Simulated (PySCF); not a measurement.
Compound: C₄H₉O₂PSi.
Z-matrix (Å and degrees, GFN2-xTB geometry), rows numbered from 1:
```
C 
C   1  1.5201
Si  2  1.9410  1  110.06
P   3  2.2413  2  102.59  1   -67.62
C   2  1.4714  1  113.51  3   115.90
O   5  1.2135  2  125.93  1   -24.35
C   5  1.5171  2  113.83  1   158.94
O   7  1.2017  5  123.80  2    23.18
H   1  1.0890  2  110.39  3   171.78
H   1  1.0873  2  109.87  3   -69.06
H   1  1.0890  2  110.92  3    51.59
H   2  1.0914  1  111.51  3  -119.11
H   3  1.4627  2  112.28  1   166.65
H   3  1.4667  2  107.23  1    46.71
H   4  1.3833  3   94.33  2  -177.73
H   4  1.3858  3   95.29  2   -84.62
H   7  1.1050  5  113.88  2  -157.26
```

Computed with TDDFT B3LYP/def2-SVPD, vertical, gas phase, core orbitals frozen in the response in PySCF 2.14.0, density-fitted response routines.

Problem. Predict the UV-vis stick spectrum at this level.

Solution. 

```csv
state,E (eV),λ (nm),f,"main configurations (H = HOMO, L = LUMO)"
S1,2.67,464.0,0.0018,H→L (93%)
S2,3.94,315.0,0.0079,H-1→L (94%)
S3,4.36,284.1,0.0066,"H-3→L (59%), H-2→L (29%)"
S4,5.02,247.1,0.073,"H-2→L (67%), H-3→L (28%)"
S5,5.62,220.7,0.0032,"H-4→L (80%), H-3→L (8%)"
S6,5.72,216.6,0.0088,"H→L+1 (46%), H→L+2 (30%), H-4→L (12%)"
S7,6.13,202.1,0.0028,H-5→L (90%)
S8,6.18,200.7,0.0009,"H→L+2 (55%), H→L+1 (36%)"
```

Triplets (Tamm–Dancoff): T1 2.15 eV, H→L (92%); T2 3.77 eV, H-3→L (47%), H-2→L (35%); T3 3.86 eV, H-1→L (88%).

The lowest singlet comes at 464 nm (258 kJ/mol) in the visible; it is very weak; its leading configuration is HOMO→LUMO (93%). The strongest level in the table is S4 at 5.02 eV (247 nm, f = 0.073). Löwdin shares by element: HOMO oxygen 52%, carbon 20% or more (atoms not listed hold the other 28%); LUMO oxygen 44%, carbon 43% or more. Orbital energies (eV): HOMO-3 -9.12, HOMO-2 -8.64, HOMO-1 -7.60, HOMO -7.16, LUMO -3.00, LUMO+1 -0.27, LUMO+2 -0.09. The oscillator strengths of these states sum to 0.105; summed over the whole spectrum of an exact calculation they would give the number of electrons, 78 (Thomas–Reiche–Kuhn). Weighted by f, the mean energy of these states is 4.97 eV. S1 lies in the visible range (380 to 750 nm), at 464 nm, f = 0.0018; light of that wavelength is blue, and its complementary colour is yellow; a Tamm–Dancoff triplet lies at 578 nm, without intensity as long as spin–orbit coupling is left out. Only the lowest 8 singlets were computed, as vertical energies without vibronic structure.

On one thread, Arm Neoverse V1 (aarch64), shared host, this took 75 s of wall time (grids of density and orbitals included) and 0.93 GiB of memory at its peak.

One conformer stands for the species.
